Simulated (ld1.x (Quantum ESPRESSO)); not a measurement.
# What one change does to a pseudopotential (phosphorus, ultrasoft)

```json
{
  "Element": "phosphorus (P)",
  "Generator": "ld1.x (Quantum ESPRESSO) 7.5",
  "Type": "ultrasoft",
  "Functional": "LDA (PZ)",
  "Relativity": "scalar-relativistic",
  "Frozen core": "[Ne]",
  "Valence charge": "5",
  "Reference configuration": "3s2 3p3",
  "Partial waves": "3s (bound): rcut 1.30, rcutus 1.45 bohr; 3s channel at 2.7 Ry: rcut 1.30, rcutus 1.45 bohr; 3p (bound): rcut 1.75, rcutus 2.10 bohr; 3p channel at 1.35 Ry: rcut 1.75, rcutus 2.10 bohr",
  "Local potential": "all-electron potential smoothed inside 1.80 bohr (lloc = -1)",
  "Core correction": "none",
  "Augmentation charge": "built from norm-conserving waves at rcut, not smoothed further"
}
```

Change: waves 3s (bound): rcut 1.30, rcutus 1.84 bohr; 3s channel at 2.7 Ry: rcut 1.30, rcutus 1.84 bohr.

Cutoffs: the cutoffs (Ry, on a coarse ladder) from which the occupation-weighted sum of valence levels, in a spherical-Bessel basis at the reference potential, stays within 10 and 1 mRy of its value at 400 Ry; they do not see the model core or the augmentation charge, which bear on the density cutoff. Errors are all-electron minus pseudo energies relative to the spin-unpolarised reference configuration.

**Question.** Predict the effect on cutoff, ghosts and configuration errors.

**Answer.** The potential gets softer (18 Ry and 21 Ry → 12 Ry and 18 Ry); the errors of the 9 common tests hardly move; neither file shows a bound ghost. A larger radius leaves more room for a smooth pseudo-wave, so fewer plane waves are needed.

| quantity | base | changed |
| --- | --- | --- |
| cutoff, loose | 18 Ry | 12 Ry |
| cutoff, tight | 21 Ry | 18 Ry |
| loose cutoff by channel (10 mRy a level) | s 15 Ry, p 10 Ry | s 6 Ry, p 10 Ry |
| bound ghosts | none | none |
| error for 3s2 3p2, meV [ΔE 9.82 eV] | +2.4 | +2.4 |
| error for 3s2 3p1, meV [ΔE 29.07 eV] | +27 | +27 |
| error for 3s2 3p0, meV [ΔE 58.96 eV] | +129 | +129 |
| error for 3s2 3p3.3, meV [ΔE -1.34 eV] | +0.1 | +0.1 |
| error for 3s1 3p3, meV [ΔE 18.89 eV] | +7.9 | +7.9 |
| error for 3s0 3p5, meV [ΔE 17.14 eV] | +10 | +10 |
| error for 3s2 3p2.5, meV [ΔE 3.82 eV] | +0.2 | +0.2 |
| error for 3s2 3p3 (spin-polarised), meV [ΔE -1.51 eV] | +120 | +120 |
| error for 3s2 3p2 (spin-polarised), meV [ΔE 8.98 eV] | +83 | +83 |
| s: phases at 2.31 bohr within 0.05 rad from the reference energy up to (Ry; the scan ends near 5) | to the end of the scan | to the end of the scan |
| p: phases at 2.31 bohr within 0.05 rad from the reference energy up to (Ry; the scan ends near 5) | 4.6 | 4.6 |
| lowest overlap eigenvalue by channel | s 0.23, p 0.79 | s 0.49, p 0.79 |
